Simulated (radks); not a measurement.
Valence configurations of the beryllium ion Be+ (all share [He]). Method: non-relativistic Kohn-Sham, PBE, spin-polarised, spherical densities, point nucleus; open shells are filled with parallel spins first; computed with a radial shooting solver on a logarithmic mesh with Libxc functionals. Energies are relative to 2s1; eigenvalues in eV for spin up.

valence      E (eV)  moment (Bohr magnetons)    e(2p)    e(2s)
2s1           0.000                        1        -  -14.472
2p1           3.986                        1  -10.475        -
2s0.5 2p0.5   2.003                        1  -10.467  -14.453

NIST lists [He] 2s1 as the ground configuration; this level of theory agrees among the configurations tried. The energies are those of spherical high-spin densities, not of single terms.
